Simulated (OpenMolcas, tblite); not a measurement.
**C2H4GaN (SMILES N=C=[CH][GaH2]): the vertical ionisation energy, rung by rung**

C2H4GaN has 8 atoms, charge 0, and is taken as a singlet. As SMILES, `N=C=[CH][GaH2]`. The shape is that of a PBE0-D4/def2-TZVP optimisation.

Each level gives the vertical ionisation energy (to the doublet cation) (eV). The values are calculated.

| level | kind | program | value (eV) | CPU time (all runs) |
| --- | --- | --- | --- | --- |
| IPEA1-xTB | semi-empirical | tblite | 14.24 | under 2 s |
| HF/def2-SVP | Hartree–Fock | OpenMolcas | 8.08 | 27 s |
| SVWN5/def2-SVP | LDA | OpenMolcas | 9.29 | 69 s |
| PBE/def2-SVP | GGA | OpenMolcas | 9.09 | 1.8 min |
| r2SCAN/def2-SVP | meta-GGA | OpenMolcas | 9.11 | 2.4 min |
| B3LYP/def2-SVP | global hybrid | OpenMolcas | 9.16 | 1.7 min |

All-electron rows without a relativistic Hamiltonian named are non-relativistic. The values span 8.08 to 14.24 eV. The xTB values lack the empirical shift that such differences need. Spin contamination of the reference (⟨S²⟩ at least 0.1 too high) touches HF/def2-SVP. Times are those of the runs behind each value, whatever else they computed, on shared processors of several kinds: orders of magnitude only.
